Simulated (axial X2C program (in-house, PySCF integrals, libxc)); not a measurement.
**Spectroscopic constants of ZrSe**

All values were computed with an in-house relativistic program for diatomic molecules. Spin-free means the one-electron spin-free X2C Hamiltonian; two-component (2c) means X2C with spin–orbit coupling and atomic mean-field two-electron Coulomb and Gaunt terms, so the difference of the two also holds small scalar two-electron terms. Basis: Zr dyall-cv3z [11s12p9d6f3g], Se dyall-cv3z [8s9p6d4f1g] (cores contracted in-house); Gaussian nuclei, density fitting, unrestricted open shells. Masses: Zr 89.905 u, Se 79.917 u.

The run was started with this input:
```json
{"zs": [40, 34], "q": 0, "bas": ["dyall-cv3z", "dyall-cv3z"], "levels": ["PBE0", "HF", "TPSS"], "cc": true, "r0": 2.34, "thr": -2.0, "nmax": 110, "npts": 10, "nst": 2, "ntry": 8}
```
```bash
python so2c.py task.json out
```

Keys: zs atomic numbers; q charge; bas basis sets; levels methods; cc coupled cluster on or off; r0 starting distance in Å; thr threshold in hartree for freezing inner shells (an s shell follows its p shell); nmax most natural virtual spinors; npts points on the curve; nst determinants followed; ntry starts of the search. HF also brings MP2.

State, spin-free: M_S = 1, Λ = 2 (beyond evenly filled blocks: σα, δ+α); electrons by block: σα: 17, σβ: 16, π+α: 8, π+β: 8, π-α: 8, π-β: 8, δ+α: 3, δ+β: 2, δ-α: 2, δ-β: 2. Fragments: Zr + Se.

State, 2c: Ω = 1 (⟨Sz⟩ = -1.00, ⟨Lz⟩ = 2.00 at PBE0); electrons by block: 1/2: 24, -1/2: 25, 3/2: 11, -3/2: 10, 5/2: 2, -5/2: 2. Fragments: Zr + Se.

| Hamiltonian | level | Re (Å) | ωe (cm⁻¹) | Be (cm⁻¹) | αe (cm⁻¹) | De (eV) | D0 (eV) | μ (D) |
| --- | --- | --- | --- | --- | --- | --- | --- | --- |
| spin-free | PBE0 | 2.312 | 373.4 | 0.07455 | 0.000181 | 5.13 | 5.11 | -5.58 |
| spin-free | TPSS | 2.328 | 359.5 | 0.07351 | 0.000189 | 5.38 | 5.36 | -5.23 |
| 2c | PBE0 | 2.313 | 372.7 | 0.07448 | 0.000182 | n/a | n/a | -5.57 |
| 2c | TPSS | 2.329 | 358.9 | 0.07344 | 0.000189 | n/a | n/a | -5.22 |

Dipoles are positive if Se is the positive end.

One determinant describes the state; a PBE0 search over occupations chose it and may have missed a lower one. Dissociation energies refer to the lowest single-determinant-based atoms at the same level and basis. De is not given where an atomic determinant may have missed its ground term or J level, or where the truncated virtual space spoils (T). Density functionals use the spin component along the axis (collinear). Other states lie close and PBE0, whose exact exchange favours high spin, may order them wrongly; the determinant shown need not be the ground state. The nearest other spin-free determinant of the search, M_S = 0, Λ = 0, lies 0.37 eV up at the distance of the search. Without a current term, density functionals place determinants with orbital angular momentum somewhat too high. With several unpaired electrons one determinant need not be a pure state. The determinant is spin-polarised beyond a pure state at some levels (its spin-free form has ⟨S²⟩ too high), which makes Re and μ there less reliable.

No reliable constants came from CCSD (2c), CCSD (spin-free), CCSD(T) (2c), CCSD(T) (spin-free), HF (2c), HF (spin-free), MP2 (2c), MP2 (spin-free): no minimum in range, unconverged points, a curve that is not smooth, a change of character along it, or the two Hamiltonians disagreeing along it.

Rough cost a point (2c) on 1 thread(s) of a shared host, integrals apart: PBE0 1.9 s, TPSS 1.4 s.

The whole task took 8.3 min on 1 thread of Arm Neoverse V2 (shared host).
